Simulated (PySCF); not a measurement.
Sn(H)2(F)(Me) (CH₅FSn), SMILES [CH3][SnH2][F].

The structure is a stationary point at B3LYP-D3(BJ)/def2-SVP. The def2 effective core potentials stand for the cores of Sn; spin–orbit coupling is left out.

All values below come from M06-2X/def2-TZVPD run with PySCF.

Gas-phase values at a fixed geometry.

| Item | Value |
|---|---|
| total energy | -355.20801 hartree |
| point group | Cs |
| highest occupied level | -9.85 eV |
| lowest empty level | -0.03 eV |
| orbital gap | 9.82 eV |
| dipole moment | 3.21 D |
| quadrupole, principal values (traceless, Buckingham form, about the centre of nuclear charge) | -5.40, 2.08, 3.32 D·Å |
| mean static polarisability | 53.3 bohr³ (7.90 Å³) |
| polarisability, principal values | 47.2, 51.3, 61.5 bohr³ |
